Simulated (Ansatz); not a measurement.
Basis sets compared for Li₂Sn₂⁻. Total charge -1; doublet. Geometry PBE-D4/def2-TZVPD. Ansatz on 4 threads of Arm Neoverse V2 on a shared host; times are rough, and most runs start from earlier orbitals.

```xyz
4

Li   -1.4919   -1.0048   -1.6656
Li    0.9645    0.5288   -1.0196
Sn    1.3212    0.9166    1.7970
Sn   -0.7937   -0.4407    0.8883
```

In the def2 sets Sn takes a core potential; there is no spin–orbit coupling. At PBE-D4/def2-SVPD, PBE-D4/def2-TZVPD the highest occupied level of the charge -1 doublet lies above zero (up to 0.35 eV). By energy differences its removal costs 1.45 eV (vertical, to the charge 0 singlet, at PBE0-D4/def2-TZVPD). At PBE0-D4/def2-SVPD, PBE0-D4/def2-TZVPD the charge -1 doublet is spin-contaminated (final ⟨S²⟩ up to 0.87, 0.75 for a pure state). The structure comes from a short search, and lower isomers may exist.

```
            level  functions  energy (Eh)  HOMO (eV)  LUMO (eV)  wall time
 PBE-D4/def2-SVPD         88    -443.6745       0.35       1.03      1.8 s
PBE0-D4/def2-SVPD         88    -443.6926      -0.20       1.52      3.7 s
```

(1) Estimate the rows for PBE-D4/def2-TZVPD, PBE0-D4/def2-TZVPD.

Results:

(1) 
| level | functions | energy (Eh) | HOMO (eV) | LUMO (eV) | wall time |
| --- | --- | --- | --- | --- | --- |
| PBE-D4/def2-TZVPD | 146 | -443.6985 | 0.31 | 1.00 | 3.6 s |
| PBE0-D4/def2-TZVPD | 146 | -443.7148 | -0.24 | 1.50 | 6 s |
